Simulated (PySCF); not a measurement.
## Calculated NMR parameters of 4-Pyridine Carbaldehyde

```yaml
Formula: C6H5NO
SMILES: O=Cc1ccncc1
Point_group_of_the_computed_structure: Cs
Degrees_of_unsaturation: 5
Carbon_signals: 4
Proton_signals: 3
```

Bonds (- single, = double, # triple, : aromatic): O1=C2 1.203 Å, C2-C3 1.485 Å, C3:C4 1.395 Å, C4:C5 1.395 Å, C5:N6 1.329 Å, N6:C7 1.333 Å, C7:C8 1.391 Å, C8:C3 1.397 Å. C2 carries H9; C4 carries H10; C5 carries H11; C7 carries H12; C8 carries H13.

One conformer, no solvent, no relativistic terms, fast rotation and ring inversion assumed for equivalent nuclei. Couplings computed with B3LYP/pcJ-1 (spin–dipole term only in couplings to heteroatoms); shielding tensors at PBE0/pcSseg-1 (GIAO); geometry: PBE0-D3(BJ)/def2-SVP; PySCF.

Referencing at the same level of theory: ¹H (σ = 31.27 ppm), ¹³C (σ = 184.41 ppm) vs TMS; NH3 for ¹⁵N (σ = 265.67 ppm); ¹⁷O (σ = 334.56 ppm) against H2O.

| carbon | δC, type | δH (multiplicity, J in Hz) | HMBC from (abs. J ≥ 3 Hz) | span of the C tensor (ppm) |
| --- | --- | --- | --- | --- |
| C2 | 195.4, CH | 9.99 (s) | H10/H13 | 181 |
| C3 | 144.2, C | – | H9, H11/H12 | 228 |
| C4/C8 | 127.2, CH | 7.66 (dd, 5.5, 1.0) | H11/H12, H10/H13 | 226 |
| C5/C7 | 157.4, CH | 9.12 (dd, 5.5, 1.0) | H11/H12, H10/H13 | 230 |

Other nuclei:
```tsv
atoms	nucleus	environment	δ (ppm)	σ (ppm)
N6	¹⁵N	pyridine-type ring nitrogen	385.0	-119.4
O1	¹⁷O	aldehyde oxygen	692.2	-357.6
```

Selected couplings (Hz, signed; the shortest-range and largest first, 30 at most; isotopes ¹³C, ¹H, ¹⁵N): ¹J(C5,H11) 189.5, ¹J(C2,H9) 180.8, ¹J(C4,H10) 172.8, ¹J(C3,C4) 61.1, ¹J(C4,C5) 59.0, ¹J(C2,C3) 55.6, ²J(N6,H11) -12.9, ²J(C2,C4) 3.7, ²J(C4,N6) 1.9, ²J(C3,C5) -1.2, ³J(C4,C7) 11.8, ³J(H10,H11) 5.5, ³J(C2,C5) 3.7, ³J(C3,N6) -3.6, ³J(N6,H10) -1.3.

- Carbon types of the structure: 1 × C, 5 × CH, which accounts for all hydrogens.
- δC 195.4: aldehyde carbonyl carbon; the double bond to the heteroatom, with no lone-pair donor beside it, deshields it most.
- δC 157.4: aromatic CH next to a ring nitrogen; the adjacent pyridine-type nitrogen withdraws density from it.
- δC 127.2: aromatic CH; the aromatic region.
- δH 9.99: hydrogen on an aldehyde carbonyl carbon; the formyl region, downfield of aromatic protons.
- δH 9.12: hydrogen on an aromatic CH next to a ring nitrogen; ring current plus the neighbouring ring nitrogen.
- The protons at 7.66 and 9.12 share a coupling of 5.5 Hz (vicinal, an ortho-type coupling).

Multiplet labels drop couplings under 1 Hz and merge nearly equal ones. Couplings among chemically equivalent protons are left out too, so labels in AA′BB′ or AA′XX′ sets are apparent multiplicities. Unscaled 3J(H,H) at this level run about 9 % above measured values. Shifts are as computed. Against solution values, carbons near 30 ppm lie about +2 ppm off and those near 130 ppm about +4 ppm. Of 246 compounds with measured shifts, 49 miss one by over three times the rms of a fit or turn the order of signals round; such compounds aren't used in these exercises. Unscaled 17O shifts of doubly bonded oxygen tend to come out too high, by tens of ppm or more. Experimental scales use liquid or dissolved standards, which lie at an offset from isolated NH3 (liquid NH3: subtract about 20 ppm) and H2O (liquid H2O: subtract about 36 ppm). Unscaled 15N shifts of sp2 nitrogen come out 20 to 40 ppm too high even then.
